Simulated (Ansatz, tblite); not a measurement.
Cost and result up the ladder for the cluster CuCl2⁻ (the lowest singlet isomer of a short search) (3 atoms). Total charge -1; singlet. Geometry: B3LYP-D4/def2-TZVPD.

```csv
atom,x (Å),y (Å),z (Å)
Cu1,-0.0001,0.0000,-0.0001
Cl2,1.6310,0.5163,-1.3142
Cl3,-1.6309,-0.5163,1.3144
```

Ansatz on 4 threads of Intel Xeon Platinum 8259CL on a shared host; xTB runs through tblite on one thread. Times are rough, summed over both states, and most runs start from the orbitals of an earlier one. CCSD(T)/def2-TZVPPD serves as the yardstick here, not as an exact answer. Differences are given only for rows in sets of like size (and for xTB, whose basis is part of the method), since another set adds its own error. The other state is a triplet at its own geometry.

The 6-31G sets use Cartesian d functions. The xTB rows come from tblite. LC-ωPBE has ω = 0.4 bohr⁻¹. B3LYP takes the VWN-RPA correlation. Correlated methods freeze 19 core orbitals. In CCSD on the charge -1 triplet the largest single amplitude is 0.15, so its Hartree–Fock determinant may place the open shell otherwise than the density functionals do. The structure comes from a short search, and lower isomers may exist.

Second-order perturbation terms are unreliable where d shells bring near-degenerate states, and here MP2/def2-TZVPD lies more than 0.4 eV from the median of the functionals without such a term.

Correlated methods converge slowly with the basis.

xTB has no spin-polarisation term.

```json
{"level": "GFN1-xTB", "functions": "27", "wall time": "0.006 s", "triplet − singlet (eV)": "5.04", "difference from CCSD(T)/def2-TZVPPD (eV)": "1.70", "remarks": "–"}
{"level": "GFN2-xTB", "functions": "27", "wall time": "0.015 s", "triplet − singlet (eV)": "5.12", "difference from CCSD(T)/def2-TZVPPD (eV)": "1.77", "remarks": "–"}
{"level": "HF/6-31G", "functions": "55", "wall time": "1 s", "triplet − singlet (eV)": "-0.10", "difference from CCSD(T)/def2-TZVPPD (eV)": "–", "remarks": "–"}
{"level": "B3LYP-D4/6-31G", "functions": "55", "wall time": "2.4 s", "triplet − singlet (eV)": "1.91", "difference from CCSD(T)/def2-TZVPPD (eV)": "–", "remarks": "HOMO above zero (triplet)"}
{"level": "revPBE-D4/def2-TZVPD", "functions": "140", "wall time": "2.6 s", "triplet − singlet (eV)": "3.07", "difference from CCSD(T)/def2-TZVPPD (eV)": "-0.28", "remarks": "HOMO above zero (triplet)"}
{"level": "PBE-D4/def2-TZVPD", "functions": "140", "wall time": "2.8 s", "triplet − singlet (eV)": "3.14", "difference from CCSD(T)/def2-TZVPPD (eV)": "-0.20", "remarks": "HOMO above zero (triplet)"}
{"level": "MP2/def2-TZVPD", "functions": "140", "wall time": "4.3 s", "triplet − singlet (eV)": "4.42", "difference from CCSD(T)/def2-TZVPPD (eV)": "1.07", "remarks": "–"}
{"level": "RPA@PBE/def2-TZVPD", "functions": "140", "wall time": "4.6 s", "triplet − singlet (eV)": "3.01", "difference from CCSD(T)/def2-TZVPPD (eV)": "-0.34", "remarks": "–"}
{"level": "B3LYP-D4/def2-TZVPD", "functions": "140", "wall time": "5.4 s", "triplet − singlet (eV)": "3.22", "difference from CCSD(T)/def2-TZVPPD (eV)": "-0.12", "remarks": "HOMO above zero (triplet)"}
{"level": "LC-ωPBE/def2-TZVPD", "functions": "140", "wall time": "6 s", "triplet − singlet (eV)": "3.58", "difference from CCSD(T)/def2-TZVPPD (eV)": "0.23", "remarks": "–"}
{"level": "r2SCAN-D4/def2-TZVPD (with forces)", "functions": "140", "wall time": "6.2 s", "triplet − singlet (eV)": "3.02", "difference from CCSD(T)/def2-TZVPPD (eV)": "-0.33", "remarks": "HOMO above zero (triplet)"}
{"level": "PBE0-D4/def2-TZVPD", "functions": "140", "wall time": "9 s", "triplet − singlet (eV)": "3.17", "difference from CCSD(T)/def2-TZVPPD (eV)": "-0.17", "remarks": "–"}
{"level": "r2SCAN0-D4/def2-TZVPD", "functions": "140", "wall time": "13 s", "triplet − singlet (eV)": "2.99", "difference from CCSD(T)/def2-TZVPPD (eV)": "-0.36", "remarks": "–"}
{"level": "CCSD(T)/def2-TZVPPD", "functions": "169", "wall time": "36 s", "triplet − singlet (eV)": "3.35", "difference from CCSD(T)/def2-TZVPPD (eV)": "0.00", "remarks": "–"}
```
